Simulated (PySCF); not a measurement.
**`CC[C@@]12CC[C@@H](C1)[C@@H]2Cl`, C8H13Cl**

Molfile (atoms numbered from 1):
```
C8H13Cl
     RDKit          3D

 22 23  0  0  0  0  0  0  0  0999 V2000
    2.2110   -0.9741    0.9385 C   0  0  0  0  0  0  0  0  0  0  0  0
    1.7292   -0.0545   -0.1790 C   0  0  0  0  0  0  0  0  0  0  0  0
    0.2303    0.1452   -0.1575 C   0  0  1  0  0  0  0  0  0  0  0  0
   -0.6819   -1.0601   -0.4208 C   0  0  0  0  0  0  0  0  0  0  0  0
   -2.0588   -0.3658   -0.3304 C   0  0  0  0  0  0  0  0  0  0  0  0
   -1.5940    1.0603   -0.0368 C   0  0  1  0  0  0  0  0  0  0  0  0
   -0.5029    0.8240    1.0213 C   0  0  0  0  0  0  0  0  0  0  0  0
   -0.4326    1.2359   -1.0195 C   0  0  2  0  0  0  0  0  0  0  0  0
   -0.7055    0.9221   -2.7405 Cl  0  0  0  0  0  0  0  0  0  0  0  0
    1.7885   -1.9693    0.8290 H   0  0  0  0  0  0  0  0  0  0  0  0
    3.2946   -1.0591    0.9149 H   0  0  0  0  0  0  0  0  0  0  0  0
    1.9178   -0.5779    1.9077 H   0  0  0  0  0  0  0  0  0  0  0  0
    2.0143   -0.4704   -1.1482 H   0  0  0  0  0  0  0  0  0  0  0  0
    2.2164    0.9191   -0.0790 H   0  0  0  0  0  0  0  0  0  0  0  0
   -0.4976   -1.4947   -1.4019 H   0  0  0  0  0  0  0  0  0  0  0  0
   -0.5575   -1.8333    0.3347 H   0  0  0  0  0  0  0  0  0  0  0  0
   -2.6168   -0.4258   -1.2631 H   0  0  0  0  0  0  0  0  0  0  0  0
   -2.6777   -0.7617    0.4735 H   0  0  0  0  0  0  0  0  0  0  0  0
   -2.3563    1.8252    0.0778 H   0  0  0  0  0  0  0  0  0  0  0  0
   -0.0209    1.7363    1.3646 H   0  0  0  0  0  0  0  0  0  0  0  0
   -0.7706    0.1937    1.8646 H   0  0  0  0  0  0  0  0  0  0  0  0
    0.0604    2.2041   -0.9509 H   0  0  0  0  0  0  0  0  0  0  0  0
  1  2  1  0
  3  2  1  1
  3  4  1  0
  4  5  1  0
  5  6  1  0
  6  7  1  0
  6  8  1  0
  8  9  1  0
  7  3  1  0
  8  3  1  0
  1 10  1  0
  1 11  1  0
  1 12  1  0
  2 13  1  0
  2 14  1  0
  4 15  1  0
  4 16  1  0
  5 17  1  0
  5 18  1  0
  6 19  1  1
  7 20  1  0
  7 21  1  0
  8 22  1  6
M  END
```

Theory: GIAO HF/3-21G magnetisability, rotational g tensor and spin-rotation constants, non-relativistic, gas phase in PySCF 2.14.0. Geometry: GFN2-xTB.

(1) Give the nuclear spin-rotation constants along the inertial axes (H = +C I·J) beside the isotropic shieldings.

Answers

(1) Rotational constants 2.0848, 1.1436, 0.9459 GHz. A star marks the isotopologue with that one atom substituted, in its own axes.
```tsv
atom	isotope	Caa (kHz)	Cbb (kHz)	Ccc (kHz)	mean (kHz)	σ (ppm)
Cl9	35Cl	0.141	0.107	0.118	0.122	979.6
H10	1H	-0.262	-0.129	0.002	-0.130	32.7
H11	1H	-0.146	-0.053	-0.115	-0.105	32.7
H12	1H	-0.233	-0.049	-0.082	-0.121	32.9
H13	1H	-0.228	-0.045	-0.073	-0.116	32.1
H14	1H	-0.259	-0.123	0.000	-0.127	32.4
H15	1H	-0.221	-0.064	-0.060	-0.115	32.2
H16	1H	-0.081	-0.118	-0.082	-0.094	32.3
H17	1H	-0.017	-0.132	-0.088	-0.079	31.7
H18	1H	-0.237	-0.004	-0.106	-0.116	32.3
H19	1H	-0.137	-0.084	-0.076	-0.099	31.6
H20	1H	-0.259	-0.146	0.008	-0.132	32.8
H21	1H	-0.161	-0.059	-0.102	-0.107	32.5
H22	1H	-0.264	-0.119	0.016	-0.122	30.8
C1	13C*	0.175	0.096	0.083	0.118	203.4
C2	13C*	0.225	0.111	0.097	0.144	192.5
C3	13C*	0.243	0.155	0.153	0.184	169.4
C4	13C*	0.227	0.113	0.096	0.145	192.4
C5	13C*	0.220	0.125	0.086	0.144	192.9
C6	13C*	0.261	0.136	0.115	0.171	179.6
C7	13C*	0.258	0.124	0.101	0.161	185.3
C8	13C*	0.280	0.184	0.136	0.200	162.8
```
For the geometry as given, no vibrational averaging.
